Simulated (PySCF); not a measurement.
A GIAO shielding run with PySCF (density fitting, non-relativistic, gas phase) on `InChI=1S/C4H11NSi3/c1-2-7-4-6-8(7)3-5/h7-8H,2,4,6H2,1H3/t7-,8+/m1/s1`:

```
$ OMP_NUM_THREADS=1 python probes_run.py task.json out

{"job": {"kind": "nmr", "xc": "PBE0", "basis": "pcSseg-1"}, "charge": 0, "multiplicity": 1}
C      2.470864     0.998451    -0.549388
C      1.660507    -0.287967    -0.644834
Si     0.423553    -0.467269     0.793059
C     -0.876443    -1.864892     0.467225
Si    -2.552482    -0.925330     0.256094
Si    -1.379020     1.047126     0.753267
C     -1.270990     2.272813    -0.648208
N     -1.173032     2.994790    -1.535276
H      1.816559     1.866662    -0.601094
H      3.189328     1.067760    -1.364434
H      3.019129     1.040016     0.389725
H      1.120599    -0.296084    -1.593515
H      2.341868    -1.140934    -0.667980
H      1.187438    -0.691061     2.034060
H     -0.631133    -2.473297    -0.402228
H     -0.919047    -2.563453     1.301748
H     -3.127039    -1.120524    -1.078269
H     -3.557704    -1.387599     1.220687
H     -1.752759     1.940044     1.861898
```

Hardware: 1 thread of an Intel Xeon, shared host. The job also computes population analyses, field gradients, ring-centre shieldings.

(1) How large is the calculation?

(2) How long does it take, and how much memory does it need?

Answers

(1) 84 electrons, 212 basis functions and 1165 auxiliary functions.

(2) 2.7 min of wall time, with 14 SCF cycles and 5 response iterations; peak memory 0.94 GiB. Times on a shared host scatter by some tens of per cent.
